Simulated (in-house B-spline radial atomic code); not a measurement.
# Fe⁸⁺: [He] 2s2 2p5 3s2 3p6 6s1 (an excited or competing configuration)

Method: Dirac-Hartree-Fock, average of configuration, Fermi nucleus of rms radius 3.7377 fm. Calculated with a B-spline radial code for spherical atoms.

Effective charges: Z_r = [3n² - l(l+1)]/(2<r>) from the radius, Z_e = n√(-2ε) from the energy, and Slater's rules. Values are occupation-weighted means over j.

| shell | electrons | ε (eV) | <r> (bohr) | Z_r | Z_e | Slater |
| --- | --- | --- | --- | --- | --- | --- |
| 1s | 2 | -7463 | 0.05838 | 25.70 | 23.42 | 25.70 |
| 2s | 2 | -1133.4 | 0.2614 | 22.95 | 18.25 | 22.20 |
| 2p | 5 | -1010.5 | 0.2328 | 21.48 | 17.24 | 22.20 |
| 3s | 2 | -308.65 | 0.7202 | 18.75 | 14.29 | 15.60 |
| 3p | 6 | -264.37 | 0.7256 | 17.23 | 13.22 | 15.60 |
| 6s | 1 | -42.355 | 4.358 | 12.39 | 10.59 | 9.00 |

The least bound orbital is 6s1/2 at -42.35 eV, and it is also the most diffuse (<r> = 4.358 bohr). The part-filled 2p shell lies below the filled 3p shell in orbital energy.

Spin-orbit splittings of the orbital energies (j = l + 1/2 above j = l - 1/2 when positive): 2p 13.06 eV, 3p 2.26 eV.

For the 1s electron the small component carries 0.876 % of the norm, the zero-frequency Breit interaction raises the level by 8.265 eV, self-energy by 4.126 eV, and vacuum polarisation lowers it by 0.3516 eV.
